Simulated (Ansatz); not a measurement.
BClH3NO2Si (`N[Si]1(O)OB1Cl`), relaxed with RKS PBE0-D4/def2-TZVP in the Gaussian-basis code of Ansatz from a PBE-D4/def2-SVP geometry. The force threshold is 0.005 eV/Å; the program also tests the step.

Charge 0, multiplicity 1.

Start:

```xyz
9

N     0.544   -0.839    1.218
Si   -0.259   -0.056   -0.081
O    -1.168   -1.193   -0.902
O     0.708    0.788   -1.345
B    -0.020    1.727   -0.692
Cl   -0.103    3.460   -0.929
H     1.042   -0.295    1.926
H     0.914   -1.789    1.129
H    -1.658   -1.803   -0.323
```

```
        step  energy (eV)  largest force (eV/Å)  largest move (Å)
           1  -26702.8378                 1.273             0.000
           2  -26702.9038                 0.741             0.025
           3  -26702.9377                 0.238             0.036
           4  -26702.9415                 0.197             0.010
           5  -26702.9445                 0.059             0.018
           6  -26702.9449                 0.036             0.008
           7  -26702.9451                 0.015             0.009
           8  -26702.9451                 0.013             0.007
9 (rejected)  -26702.9451                 0.015             0.008
          10  -26702.9451                 0.006             0.004
          11  -26702.9452                 0.002             0.004
```

End:

```xyz
9

N     0.557   -0.821    1.184
Si   -0.219   -0.065   -0.112
O    -1.147   -1.167   -0.877
O     0.691    0.776   -1.307
B    -0.043    1.718   -0.663
Cl   -0.109    3.429   -0.929
H     1.058   -0.290    1.876
H     0.839   -1.788    1.160
H    -1.628   -1.792   -0.332
```

Hardware: 4 threads of an Arm Neoverse V1 on a shared host. Wall time 56 s, peak host memory 0.57 GiB.
